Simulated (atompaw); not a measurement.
# Logarithmic derivatives: Co (Z = 27), PAW (atompaw)

Co, PAW, made with atompaw 4.2.0.5 (PBEsol, scalar-relativistic). Core [Ar], reference 3d7 4s1.5 4p0 (charge +0.5). Waves: 4s (bound): rc 2.50 bohr; 4s channel at 1.8 Ry: rc 2.50 bohr; 4p (bound, empty): rc 2.50 bohr; 4p channel at 1.25 Ry: rc 2.50 bohr; 3d (bound): rc 1.35 bohr; 3d channel at -0.5 Ry: rc 1.35 bohr. Local part: bessel scheme, radius 1.95 bohr. Core correction: smooth core density matched at 2.15 bohr. Augmentation charge: sinc compensation charge, radius 2.40 bohr; PAW radius 2.50 bohr; waves and projectors: custom polynom vanderbiltortho.

The phase is arctan(r·u′/u) with u = r·R(r), unwrapped; energies in Ry, scanned from -3 to 5 Ry. A pole is an energy at which the radial function vanishes at the test radius. The pseudo phase is shifted by a multiple of π to meet the all-electron one at the reference energy, and phase errors are pseudo minus all-electron; the curves can meet again beyond the range given. Levels narrower than the energy grid can be missing from the lists of poles.

| channel | radius (bohr) | reference energy (Ry) | poles, all-electron | poles, pseudo | unbroken range about the reference energy with phases within 0.05 rad | phase error 1 Ry above the reference energy (rad) |
| --- | --- | --- | --- | --- | --- | --- |
| s | 2.51 | -0.66 | 1.23 | 1.23 | below 4.2 | -0.000 |
| p | 2.51 | -0.31 | 2.28 | 2.27 | below 4.2 | -0.000 |
| d | 2.51 | -0.91 | -0.79, 4.10 | -0.79, 4.22 | the whole range | +0.000 |

Phases in the s channel:

```
E (Ry)  all-electron  pseudo
 -3.00         1.272   1.272
 -2.52         1.222   1.222
 -2.04         1.141   1.141
 -1.56         0.981   0.980
 -1.08         0.559   0.559
 -0.60        -0.507  -0.507
 -0.12        -1.172  -1.172
  0.36        -1.402  -1.402
  0.84        -1.512  -1.512
  1.32        -1.582  -1.582
  1.80        -1.635  -1.635
  2.28        -1.684  -1.684
  2.76        -1.735  -1.736
  3.24        -1.798  -1.801
  3.72        -1.891  -1.900
  4.20        -2.057  -2.096
  4.68        -2.449  -2.667
```
